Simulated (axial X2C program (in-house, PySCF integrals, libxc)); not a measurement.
**Ionising VBr**

All values come from calculations with an in-house relativistic program for diatomic molecules, spin-free (one-electron X2C) or two-component (2c: spin–orbit coupling with atomic mean-field Coulomb and Gaunt terms, which also bring small scalar terms), in Dyall basis sets with cores contracted in-house; open shells are unrestricted.

Basis sets: Br dyall-cv3z, V dyall-cv3z. Frozen shells (counts by l): VBr Br 3s2p1d, V 3s2p, 12 electrons correlated; VBr⁺ Br 3s2p1d, V 3s2p, 11 electrons correlated. Coupled cluster in natural virtuals with an MP2 remainder. Where the outer core of a metal is frozen, bonds come out longer and ionisation energies lower.

```tsv
Hamiltonian	level	VBr state	Re (Å)	ωe (cm⁻¹)	De (eV)
spin-free	HF	M_S = 2, Λ = 1	2.455	293.3	2.43
spin-free	PBE0	M_S = 2, Λ = 1	2.347	309.6	n/a
spin-free	MP2	M_S = 2, Λ = 1	2.371	307.0	3.22
spin-free	CCSD	M_S = 2, Λ = 1	2.373	314.0	3.14
spin-free	CCSD(T)	M_S = 2, Λ = 1	2.365	316.7	3.25
2c	HF	Ω = 1	2.455	293.3	n/a
2c	PBE0	Ω = 1	2.347	309.7	n/a
2c	MP2	Ω = 1	2.371	307.1	n/a
2c	CCSD	Ω = 1	2.373	314.0	n/a
2c	CCSD(T)	Ω = 1	2.366	316.6	n/a
```

Adiabatic ionisation energy (minimum to minimum, no zero-point term) and constants of VBr⁺:

```csv
Hamiltonian,level,VBr⁺ state,IE (eV),Re (Å),ωe (cm⁻¹),De (eV),fragments
spin-free,HF,"M_S = 3/2, Λ = 0",6.44,2.344,350.6,2.08,Br + V+
spin-free,PBE0,"M_S = 3/2, Λ = 0",7.26,2.241,373.3,3.16,Br + V+
spin-free,MP2,"M_S = 3/2, Λ = 0",6.67,2.288,360.8,3.06,Br + V+
spin-free,CCSD,"M_S = 3/2, Λ = 0",6.85,2.286,362.5,3.03,Br + V+
spin-free,CCSD(T),"M_S = 3/2, Λ = 0",6.83,2.281,362.8,3.20,Br + V+
2c,HF,Ω = 3/2,6.45,2.345,350.0,n/a,Br + V+
2c,PBE0,Ω = 3/2,7.28,2.242,372.3,n/a,Br + V+
2c,MP2,Ω = 3/2,6.69,2.289,360.3,n/a,Br + V+
2c,CCSD,Ω = 3/2,6.86,2.287,361.9,n/a,Br + V+
2c,CCSD(T),Ω = 3/2,6.84,2.282,362.3,n/a,Br + V+
```

Add the zero-point terms to the ionisation energy at CCSD(T), 2c, and say whether the electron removed was bonding.

IE0 = IE + (ωe⁺ − ωe)/2 = 6.84 + (0.003) = 6.84 eV. Re changes by -0.084 Å, so the bond shortens, as on loss of an antibonding or a polarising non-bonding electron.

Each entry is the lowest single determinant of a limited PBE0 search at one distance. De goes to single-determinant-based atoms at the same level (for ions the charge split of lowest energy) and is withheld (n/a) where an atom does not fit its ground term or J level. Main or longest-lived isotopes. One determinant is a doubtful description, or other states lie close, for VBr, VBr⁺; these need not be ground states, and all values refer to the states named. Some open-shell Ω = 0 determinants are out of reach, so the Ω given for VBr need not be the lowest component. With several unpaired electrons the Ω given is that of one determinant, not necessarily of the lowest component. The functionals have no current term, which raises determinants with orbital currents.
